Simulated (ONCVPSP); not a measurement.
## Pseudopotential generation for chlorine: ONCV, PBEsol, fully relativistic.

The input file (ONCVPSP 4.0.1):

```
# ATOM AND REFERENCE CONFIGURATION
# atsym  z   nc   nv     iexc    psfile
  Cl 17.00    3    2  -116133      upf
#
#   n    l    f
    1    0    2.00
    2    0    2.00
    2    1    6.00
    3    0    2.00
    3    1    5.00
#
# PSEUDOPOTENTIAL AND OPTIMIZATION
# lmax
    1
#
#   l,   rc,      ep,       ncon, nbas, qcut
    0    1.40    0.00    3    7    4.20
    1    1.40    0.00    4    7    4.80
#
# LOCAL POTENTIAL
# lloc, lpopt,  rc(5),   dvloc0
    4    4    1.30    0.00
#
# VANDERBILT-KLEINMAN-BYLANDER PROJECTORs
# l, nproj, debl
    0    2    1.10
    1    3    3.40
#
# MODEL CORE CHARGE
# icmod, fcfact, rcfact
    0    0.00    0.00
#
# LOG DERIVATIVE ANALYSIS
# epsh1, epsh2, depsh
   -2.00    5.00    0.02
#
# OUTPUT GRID
# rlmax, drl
    6.00    0.01
#
# TEST CONFIGURATIONS
# ncnf
    4
# nvcnf
#   n    l    f
    2
    3    0    2.00
    3    1    4.00
#
    2
    3    0    2.00
    3    1    3.00
#
    2
    3    0    2.00
    3    1    2.00
#
    2
    3    0    2.00
    3    1    1.00
#
```

Command:

```bash
oncvpspr.x < Cl.dat > Cl.out
```

Resulting log (shortened: citation, most of the input echo, consistency checks and plot data are left out):

```
ONCVPSP  (Optimized Norm-Conservinng Vanderbilt PSeudopotential)
relativistic version 4.0.1

#   n    l    f        energy (Ha)
    1    0    2.00    -1.0093314D+02
    2    0    2.00    -9.2666233D+00
    2    1    6.00    -7.0125333D+00    -7.0747686D+00
    3    0    2.00    -7.5766149D-01
    3    1    5.00    -3.1309063D-01    -3.1765990D-01

Reference configufation results
  iterations    23
  all-electron total energy (Ha)   -4.60742302D+02

Begin loop to  construct optimized pseudo wave functions
and semi-local pseudopoentials for all angular momenta

   Wellstate for l =  0  n =  4 kap= -1
     eigenvalue =   0.3423
     asymptotic potential =   0.8423
     half-point radius =  4.3518

Calculating optimized projector #   1

 for l=   0

    Fraction of norm inside rc  0.459976
    Optimizing pswf for qcut=   4.21 a_B^-1,  ecut=   8.84 Ha
    Residual kinetic energy error=  8.01D-03 Ha

    Energy error per electron        Cutoff
         Ha          eV             Ha
         0.01000     0.27211        8.42
         0.00100     0.02721       55.36
         0.00010     0.00272       93.12

Calculating optimized projector #   2

 for l=   0

    Fraction of norm inside rc  0.098509
    Optimizing pswf for qcut=   4.21 a_B^-1,  ecut=   8.84 Ha
    Residual kinetic energy error=  3.91D-03 Ha

    Energy error per electron        Cutoff
         Ha          eV             Ha
         0.01000     0.27211        6.86
         0.00100     0.02721       15.26
         0.00010     0.00272       64.91
         0.00001     0.00027      135.00

   Wellstate for l =  1  n =  5 kap= -2
     eigenvalue =   3.0869
     asymptotic potential =   3.5869
     half-point radius =  3.0602

   Wellstate for l =  1  n =  6 kap= -2
     eigenvalue =   6.4869
     asymptotic potential =   6.9869
     half-point radius =  2.8424

Calculating optimized projector #   1

 for l=   1

    Fraction of norm inside rc  0.322710
    Optimizing pswf for qcut=   4.80 a_B^-1,  ecut=  11.53 Ha
    Residual kinetic energy error=  7.17D-04 Ha

    Energy error per electron        Cutoff
         Ha          eV             Ha
         0.01000     0.27211        5.23
         0.00100     0.02721        7.91
         0.00010     0.00272       51.52
         0.00001     0.00027       70.44

Calculating optimized projector #   2

 for l=   1

    Fraction of norm inside rc  0.098249
    Optimizing pswf for qcut=   4.80 a_B^-1,  ecut=  11.53 Ha
    Residual kinetic energy error=  1.35D-03 Ha

    Energy error per electron        Cutoff
         Ha          eV             Ha
         0.01000     0.27211        7.69
         0.00100     0.02721       13.43
         0.00010     0.00272       80.12
         0.00001     0.00027      104.86

Calculating optimized projector #   3

 for l=   1

    Fraction of norm inside rc  0.076096
    Optimizing pswf for qcut=   4.80 a_B^-1,  ecut=  11.53 Ha
    Residual kinetic energy error=  1.79D-02 Ha

    Energy error per electron        Cutoff
         Ha          eV             Ha
         0.01000     0.27211       16.49
         0.00100     0.02721       78.97
         0.00010     0.00272      131.10
         0.00001     0.00027      146.78

   Wellstate for l =  1  n =  5 kap=  1
     eigenvalue =   3.0823

   Wellstate for l =  1  n =  6 kap=  1
     eigenvalue =   6.4838

Calculating optimized projector #   1

 for l=   1

    Fraction of norm inside rc  0.327110
    Optimizing pswf for qcut=   4.80 a_B^-1,  ecut=  11.53 Ha
    Residual kinetic energy error=  7.07D-04 Ha

    Energy error per electron        Cutoff
         Ha          eV             Ha
         0.01000     0.27211        5.29
         0.00100     0.02721        7.93
         0.00010     0.00272       51.87
         0.00001     0.00027       70.67

Calculating optimized projector #   2

 for l=   1

    Fraction of norm inside rc  0.098308
    Optimizing pswf for qcut=   4.80 a_B^-1,  ecut=  11.53 Ha
    Residual kinetic energy error=  1.27D-03 Ha

    Energy error per electron        Cutoff
         Ha          eV             Ha
         0.01000     0.27211        7.73
         0.00100     0.02721       13.15
         0.00010     0.00272       69.46
         0.00001     0.00027      104.20

Calculating optimized projector #   3

 for l=   1

    Fraction of norm inside rc  0.076555
    Optimizing pswf for qcut=   4.80 a_B^-1,  ecut=  11.53 Ha
    Residual kinetic energy error=  1.76D-02 Ha

    Energy error per electron        Cutoff
         Ha          eV             Ha
         0.01000     0.27211       15.97
         0.00100     0.02721       77.40
         0.00010     0.00272      130.75
         0.00001     0.00027      146.41

Construct Vanderbilt / Kleinmman-Bylander projectors

B matrix Hermiticity error, ll=  0  kap= -1
   1   2    6.1845D-05

  Orthonormal projector coefficients  8.1258E+00  2.7917E+00

B matrix Hermiticity error, ll=  1  kap= -2
   1   2   -2.0403D-04
   1   3    3.1114D-04
   2   3    1.6941D-04

  Orthonormal projector coefficients  8.4023E+01  2.7126E+00  6.8141E-01

B matrix Hermiticity error, ll=  1  kap=  1
   1   2   -2.0544D-04
   1   3    3.1261D-04
   2   3    1.6997D-04

  Orthonormal projector coefficients  7.2583E+01  2.6596E+00  6.7674E-01

 Orthonormal scalar projector coefficients, l =  1
  8.0204E+01  2.6949E+00  6.8008E-01  5.4642E-03  2.4017E-04  4.1506E-06

 Orthonormal spin-orbit projector coefficients, l =  1
  7.7506E+00 -1.1699E-01  4.7252E-02 -2.5097E-02  1.0270E-02 -5.8004E-04

Pseudoatom total energy  -14.910946

Diagnostic tests using Vanderbilt-Kleinman-Bylander pseudopotentials
  relativistic with J = L +/- 1/2 projectors

   l  kap   rcore       rmatch      e in        delta e    norm test   slope test

   0  -1   1.4043791   1.4470191  -0.7576615   0.0001378   1.0000724   1.0007288
   0  -1   1.4043791   1.4470191   0.3423385   0.0002765   1.0001786   1.0001786

   1  -2   1.4043791   1.4470191  -0.3130906  -0.0000055   1.0000413   1.0005014
   1   1   1.4043791   1.4470191  -0.3176599   0.0000089   1.0000478   0.9999558
   1  -2   1.4043791   1.4470191   3.0869094   0.0000041   1.0002615   1.0002615
   1   1   1.4043791   1.4470191   3.0838198   0.0000045   1.0002613   1.0002613
   1  -2   1.4043791   1.4470191   6.4869094   0.0002148   1.0003153   1.0003153
   1   1   1.4043791   1.4470191   6.4837271   0.0002201   1.0003157   1.0003157

Diagnostic tests using Vanderbilt-Kleinman-Bylander pseudopotentials
  relativistic with scalar and spin-orbit non-local projectors

   l  kap   rcore       rmatch      e in        delta e    norm test   slope test

   0  -1   1.4043791   1.4470191  -0.7576615   0.0001378   1.0000724   1.0007288
   0  -1   1.4043791   1.4470191   0.3423385   0.0002765   1.0001786   1.0001786

   1  -2   1.4043791   1.4470191  -0.3130906  -0.0000396   1.0000145   0.9968615
   1   1   1.4043791   1.4470191  -0.3176599  -0.0000336   1.0000149   0.9969205
   1  -2   1.4043791   1.4470191   3.0869094  -0.0000159   1.0002504   1.0002504
   1   1   1.4043791   1.4470191   3.0838198  -0.0000151   1.0002493   1.0002493
   1  -2   1.4043791   1.4470191   6.4869094   0.0001916   1.0003233   1.0003233
   1   1   1.4043791   1.4470191   6.4837271   0.0001666   1.0003309   1.0003309

Ghost test for J = L + 1/2

 Testing for bound ghosts
   n   l    E NL Schr. Eq   E Basis Diag.   E Cutoff

   1   0       -0.757524       -0.753441     94.83

   2   1       -0.313096       -0.294376    152.59

 Testing for highly-localized positive-energy ghosts
       l    <radius>/rc     E Basis Diag.   E Cutoff

       1        0.697363       94.247188    152.59  WARNING - GHOST(+)

       1        0.585078      171.536902    152.59  WARNING - GHOST(+)

Ghost test for J = L - 1/2

 Testing for bound ghosts
   n   l    E NL Schr. Eq   E Basis Diag.   E Cutoff

   1   0       -0.757524       -0.753441     94.83

   2   1       -0.317651       -0.299425    152.59

 Testing for highly-localized positive-energy ghosts
       l    <radius>/rc     E Basis Diag.   E Cutoff

       1        0.376440       93.151476    152.59  WARNING - GHOST(+)

       1        0.580352      163.134442    152.59  WARNING - GHOST(+)

Test configuration 0

   n   l kap    f        eae           eps        diff
   1   0  -1  2.0000 -100.93314160
   2   0  -1  2.0000   -9.26662325
   2   1  -2  4.0000   -7.01253333
   2   1   1  2.0000   -7.07476861
   3   0  -1  2.0000   -0.75766149   -0.75752370    1.38E-04
   3   1  -2  3.3333   -0.31309063   -0.31309613   -5.50E-06
   3   1   1  1.6667   -0.31765990   -0.31765102    8.88E-06

    Total energies and differences
      AE_ref= -4.60742302E+02  AE_tst= -4.60742302E+02  dif=  0.00E+00
      PS_ref= -1.49109455E+01  PS_tst= -1.49109455E+01  dif= -4.97E-14
      PSP excitation error=  4.97E-14

Test configuration 1

   n   l kap    f        eae           eps        diff
   1   0  -1  2.0000 -101.41384209
   2   0  -1  2.0000   -9.73732912
   2   1  -2  4.0000   -7.48435472
   2   1   1  2.0000   -7.54665448
   3   0  -1  2.0000   -1.17622045   -1.17604833    1.72E-04
   3   1  -2  2.6667   -0.71042279   -0.71017056    2.52E-04
   3   1   1  1.3333   -0.71568578   -0.71541225    2.74E-04

    Total energies and differences
      AE_ref= -4.60742302E+02  AE_tst= -4.60233845E+02  dif=  5.08E-01
      PS_ref= -1.49109455E+01  PS_tst= -1.44025791E+01  dif=  5.08E-01
      PSP excitation error=  9.09E-05

Test configuration 2

   n   l kap    f        eae           eps        diff
   1   0  -1  2.0000 -101.98626254
   2   0  -1  2.0000  -10.29019675
   2   1  -2  4.0000   -8.03932166
   2   1   1  2.0000   -8.10174694
   3   0  -1  2.0000   -1.64715570   -1.64654638    6.09E-04
   3   1  -2  2.0000   -1.16041291   -1.15918996    1.22E-03
   3   1   1  1.0000   -1.16641747   -1.16516135    1.26E-03

    Total energies and differences
      AE_ref= -4.60742302E+02  AE_tst= -4.59300478E+02  dif=  1.44E+00
      PS_ref= -1.49109455E+01  PS_tst= -1.34698769E+01  dif=  1.44E+00
      PSP excitation error=  7.55E-04

Test configuration 3

   n   l kap    f        eae           eps        diff
   1   0  -1  2.0000 -102.64200150
   2   0  -1  2.0000  -10.91535149
   2   1  -2  4.0000   -8.66770106
   2   1   1  2.0000   -8.73032187
   3   0  -1  2.0000   -2.16018745   -2.15830191    1.89E-03
   3   1  -2  1.3333   -1.65365751   -1.65014472    3.51E-03
   3   1   1  0.6667   -1.66045185   -1.65688552    3.57E-03

    Total energies and differences
      AE_ref= -4.60742302E+02  AE_tst= -4.57894617E+02  dif=  2.85E+00
      PS_ref= -1.49109455E+01  PS_tst= -1.20662579E+01  dif=  2.84E+00
      PSP excitation error=  3.00E-03

Test configuration 4

   n   l kap    f        eae           eps        diff
   1   0  -1  2.0000 -103.37623675
   2   0  -1  2.0000  -11.60675275
   2   1  -2  4.0000   -9.36357558
   2   1   1  2.0000   -9.42646924
   3   0  -1  2.0000   -2.70796005   -2.70336770    4.59E-03
   3   1  -2  0.6667   -2.18327931   -2.17536499    7.91E-03
   3   1   1  0.3333   -2.19091421   -2.18291002    8.00E-03

    Total energies and differences
      AE_ref= -4.60742302E+02  AE_tst= -4.55976497E+02  dif=  4.77E+00
      PS_ref= -1.49109455E+01  PS_tst= -1.01536591E+01  dif=  4.76E+00
      PSP excitation error=  8.52E-03
```

The run took about 3.1 s on one core of a shared server CPU.
